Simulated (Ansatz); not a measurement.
```yaml
crystal:
  periodic: [false, false, false]
  atoms:
    - {symbol: F, position_ang: [0.627855, -0.995197, 1.680355]}
    - {symbol: C, position_ang: [0.785587, -0.662048, 0.323408]}
    - {symbol: F, position_ang: [0.788208, -1.861265, -0.410908]}
    - {symbol: F, position_ang: [2.052775, -0.070685, 0.175682]}
    - {symbol: Si, position_ang: [-0.685579, 0.582847, -0.305425]}
    - {symbol: Cl, position_ang: [-0.593980, 2.343516, 0.869224]}
    - {symbol: Cl, position_ang: [-0.341175, 1.014947, -2.350615]}
    - {symbol: Cl, position_ang: [-2.536986, -0.412175, -0.040206]}
basis:
  gaussian: {orbitals: def2-SVPD}
hamiltonian: {xc: {name: SPW92}}
```

```sh
$ ansatz run in.yaml --threads 4 --pin off --events-out ev --progress --plain --max-ram 11315MiB
```

It prints (some lines left out):

```
Functional definition: SPW92
  name "SPW92"
  cite "Dirac, Proc. Camb. Phil. Soc. 26, 376 (1930) doi:10.1017/S0305004100016108"
  cite "Slater, Phys. Rev. 81, 385 (1951) doi:10.1103/PhysRev.81.385"
  cite "Perdew & Wang, Phys. Rev. B 45, 13244 (1992) doi:10.1103/PhysRevB.45.13244"
  exchange = slater_x
  correlation = pw_c
1780 factors; their error is unknown
mean field evaluation 1: about -54401.2704 eV, gradient 3.9e1 eV
mean field evaluation 2: about -54393.3892 eV, gradient 8.0e1 eV
mean field evaluation 4: about -54403.7866 eV, gradient 2.2e0 eV
mean field evaluation 8: about -54403.8004 eV, gradient 6.5e-2 eV
mean field evaluation 16: about -54403.7263 eV, gradient 8.0e-5 eV
mean field -54403.72630792 eV, -1999.3000656459 hartree, gradient 8.0e-5 eV, S^2 0.000000; 0 other end points of the search recorded, 0 dependent functions left out
reference -54403.72636365 eV, -1999.3000676939 hartree; 49, 49 occupied and 145, 145 virtual orbitals, 1780 factors
Total energy: -54403.72636365 eV, -1999.3000676939 hartree
```

Run time 0.8 s (4 threads of an Intel Xeon 6975P-C on a shared host); peak host memory 0.34 GiB.
